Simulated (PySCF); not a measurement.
# Selenium: a sound run and one with changed settings

Sound run: Se [Ar] 3d10 4s2 4p4, Se+ [Ar] 3d10 4s2 4p3. Computed with PySCF 2.14 in jorge-DZP-DKH (8s6p2d1f, 43 functions), with scalar relativity by spin-free X2C-1e. The sound run starts from symmetry-adapted Hartree-Fock orbitals and uses a fine grid where one is needed.

Changed run: radial step 0.8 in ln r (0.13 in the sound run). This setting is unsound on purpose.

| species | method | sound run (hartree) | changed run (hartree) | converged |
| --- | --- | --- | --- | --- |
| Se | UHF | -2427.93281 | -2427.93281 | yes |
| Se | r2SCAN | -2429.64846 | -2429.50333 | yes |
| Se | TPSS | -2429.60508 | -2429.39323 | yes |
| Se+ | UHF | -2427.62254 | -2427.62254 | yes |
| Se+ | r2SCAN | -2429.29498 | -2429.18504 | yes |
| Se+ | TPSS | -2429.25374 | -2429.06520 | yes |

Ionisation energy of Se:

```json
{"method": "UHF", "sound run (eV)": "8.443", "changed run (eV)": "8.443"}
{"method": "r2SCAN", "sound run (eV)": "9.619", "changed run (eV)": "8.661"}
{"method": "TPSS", "sound run (eV)": "9.560", "changed run (eV)": "8.926"}
```

A coarse radial grid mis-integrates the density and the exchange-correlation energy, with errors of either sign; Hartree-Fock needs no grid.

For comparison, NIST gives 9.752 eV between the lowest levels.
